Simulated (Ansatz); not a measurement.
Basis sets compared for HgS2⁻. The state is a doublet with charge -1. Geometry PBE-D4/def2-TZVPD. Ansatz on 4 threads of Arm Neoverse V1 on a shared host; times are rough, and most runs start from earlier orbitals.

```
atom   x (Å)   y (Å)   z (Å)
 Hg1   0.000   0.000   0.000
  S2  -0.337  -1.248   1.899
  S3   0.337   1.248  -1.899
```

In the def2 sets Hg takes a core potential; there is no spin–orbit coupling. At PBE-D4/def2-SVPD, PBE-D4/def2-TZVPD the gap within one spin of the charge -1 doublet nearly closes, so an electron or hole may be smeared out by delocalisation error. The structure comes from a short search, and lower isomers may exist.

```
            level  functions  energy (Eh)  HOMO (eV)  LUMO (eV)  wall time
 PBE-D4/def2-SVPD         89    -949.4155      -0.70      -0.66      5.5 s
PBE0-D4/def2-SVPD         89    -949.4286      -1.75      -0.10      8.5 s
```

(1) Estimate the rows for PBE-D4/def2-TZVPD, PBE0-D4/def2-TZVPD.

Results:

(1) 
```tsv
level	functions	energy (Eh)	HOMO (eV)	LUMO (eV)	wall time
PBE-D4/def2-TZVPD	138	-949.6914	-0.68	-0.59	8 s
PBE0-D4/def2-TZVPD	138	-949.7018	-1.69	0.00	16 s
```
